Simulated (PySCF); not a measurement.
What does the PBE0-D3(BJ)/def2-SVP structure of `C1OC(F)(C(=C)C)OCC1` look like in three dimensions?

```xyz
21
C7H11FO2 angstrom
C     -2.4791    1.5347   -0.1641
C     -1.7277    0.4343   -0.1989
C     -2.2517   -0.9559   -0.3586
C     -0.2261    0.5327   -0.0706
F      0.1792    1.8483    0.0467
O      0.1588   -0.1273    1.0753
C      1.5615   -0.2114    1.2648
C      2.2175   -0.8236    0.0412
C      1.7605   -0.0555   -1.1848
O      0.3450    0.0194   -1.2135
H     -3.5664    1.4702   -0.2543
H     -2.0305    2.5220   -0.0457
H     -1.8242   -1.4216   -1.2600
H     -3.3471   -0.9615   -0.4380
H     -1.9516   -1.5770    0.4995
H      1.9690    0.7954    1.4665
H      1.7095   -0.8247    2.1639
H      1.9101   -1.8779   -0.0505
H      3.3144   -0.7951    0.1323
H      2.0567   -0.5535   -2.1180
H      2.1858    0.9639   -1.1909
```

Orientation and origin are arbitrary. Atoms count from 1 in this order. The C–C distances run from 1.333 Å (C1=C2, drawn double) to 1.517 Å (C7–C8, drawn single), a spread of 0.184 Å. The 6-membered ring C4–O6–C7–C8–C9–O10 has internal angles of 108.5° to 114.6° (sum 671°, against 720° for a flat polygon); it is puckered, 0.21 Å rms from its mean plane, widest ring torsion 54°. Of the pairs four or more bonds apart, F5···H12 is among the closest relative to their van der Waals radii: 2.31 Å, 87 % of the sum of Bondi's values. The C–O distances run from 1.377 Å (C4–O10, drawn single) to 1.418 Å (O6–C7, drawn single), a spread of 0.041 Å.

Bonds between heavy atoms (Å): C1=C2 1.333, C2–C3 1.494, C2–C4 1.510, C4–F5 1.382, C4–O6 1.377, O6–C7 1.418, C7–C8 1.517, C8–C9 1.517, C9–O10 1.418, C4–O10 1.377.

The calculation used PBE0-D3(BJ)/def2-SVP geometry optimisation, gas phase in PySCF.

Stationary, but not proved a minimum. The numbers are those of one conformer (C1–C2–C4–F5 -1°, C2–C4–O6–C7 175°, C4–O6–C7–C8 -54°, O6–C7–C8–C9 52°, C7–C8–C9–O10 -52°).

The run took about 6 min of CPU time (one thread, shared machine). These figures are those of the optimisation.
